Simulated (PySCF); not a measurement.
Compound: TiH4 (singlet state).
Hydrogens: H2, H3, H4, H5 on Ti1.

Jobs on this species (5 atoms, 26 electrons) with PySCF (density fitting). Hardware of each: Arm Neoverse V1, one thread, shared host. The host was shared with other jobs, so the times are rough.

```tsv
level and settings	work	basis functions	SCF cycles	wall time
PBE0/pcSseg-1 (pcSseg-2 on Ti)	shieldings, charges and field gradients	93	?	?
B3LYP/pcSseg-1 (pcSseg-2 on Ti)	shieldings	93	?	?
wB97X-D/def2-SVPD	15 singlets by full TDDFT, 4 Tamm–Dancoff triplets, polarisability	66	11	2.3 s
PBE0-D3(BJ)/def2-SVP, grid level 1	geometry optimisation from a GFN2-xTB start	51	21	3.1 s
PBE/pcSseg-1 (pcSseg-2 on Ti)	shieldings	93	11	3.7 s
delta-SCF UKS SCAN, pcX-2 on the ionised atom (unc-x2c-TZVPall on a metal), pcseg-1 elsewhere, spin-free X2C	ΔSCF core ionisation, 1 hole	115	30	4.5 s
PBE/pcJ-1	spin–spin couplings from 4 perturbed nuclei	85	11	3.2 s
```

Fill in the missing figures.

- PBE0/pcSseg-1 (pcSseg-2 on Ti); shieldings, charges and field gradients: 3.7 s, 10 SCF cycles
- B3LYP/pcSseg-1 (pcSseg-2 on Ti); shieldings: 2.3 s, 11 SCF cycles

What do all jobs in the table cost together?

About 23 s; the longest takes about 20 % of that, and about 2 times as long as the shortest.
